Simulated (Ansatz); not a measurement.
A made-up structure of CH₃AlTe, closed shell:

```
6
angstrom
C 0.1057 -0.7535 -0.2751
Al 0.0759 0.9190 0.6689
Te -1.1518 0.7457 -1.4314
H -0.5159 -1.5983 0.0095
H 0.9466 -1.0648 -0.8893
H 0.8920 -0.7174 0.4349
```

It is relaxed with PBE-D4/def2-SVP and then PBE0-D4/def2-TZVP (Ansatz 0.2.0). Atoms count as bonded within 1.22 times the sum of their covalent radii (H–H: 0.88 Å). The end point is not checked to be a true minimum.

Problem. Does its bonding change? (Judge from chemistry; the calculation decides.)

Solution. By the calculation: Yes. Formed: none; broken: C1–Al2, Al2–H6.

Where it ends: The first stage lowers the energy by 2.08 eV in 9 steps. It ends as CH₃AlTe ([CH3][Te][Al]):
```xyz
6
angstrom
C 0.1834 -1.0112 -0.4081
Al 0.0245 1.7676 0.9420
Te -0.9954 0.6417 -1.1689
H -0.4884 -1.8383 -0.1947
H 0.9123 -1.2864 -1.1657
H 0.7160 -0.7426 0.5129
```

Labels in which every atom is bracketed show which atoms are joined, not bond orders.

For scale, one of the runs: PBE0-D4/def2-TZVP relaxation, 136 basis functions, launched by `ansatz run in.yaml --threads 2 --pin off --events-out ev --progress --plain --max-ram 4352MiB`. The run took about 21 s on 2 CPU threads of an Arm Neoverse V2 (shared host).
